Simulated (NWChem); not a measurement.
System: C3H5BN2; SMILES CB1C=NC=N1

Results from NWChem. Pople sets run with spherical d functions. Structure relaxed at the PBE0/def2-SVP level. Hybrids' shares of exact exchange are those that their runs print; pure functionals count as 0. The functionals differ in more than this share.

```
row                  share of exact exchange  highest occupied level (eV)
-------------------  -----------------------  ---------------------------
PBE/6-31G*                              0.00                        -5.69
TPSS/6-31G*                             0.00                        -5.81
TPSSh/6-31G*                            0.10                        -6.46
B3LYP/6-31G*                            0.20                        -7.01
PW6B95/6-31G*                           0.28                        -7.43
BHandHLYP/6-31G*                        0.50                     withheld
Hartree-Fock/6-31G*                     1.00                       -10.82
```

Task: Fit a straight line of the last column on the one before it, predict the withheld value, and compare with the run.

Result: 
1. Means of the 6 shown rows: x = 0.263, y = -7.203. Slope Σ(x − x̄)(y − ȳ)/Σ(x − x̄)² = -3.567/0.7123 = -5.008; intercept -5.885.
2. The shown rows scatter about the line by 0.123 (root mean square); the largest residual is +0.19, at PBE/6-31G*.
3. At x = 0.50 (BHandHLYP/6-31G*; inside the shown range) the line gives -8.39.
4. The run gives -8.83, -0.44 from the line, 3.6 times the scatter.
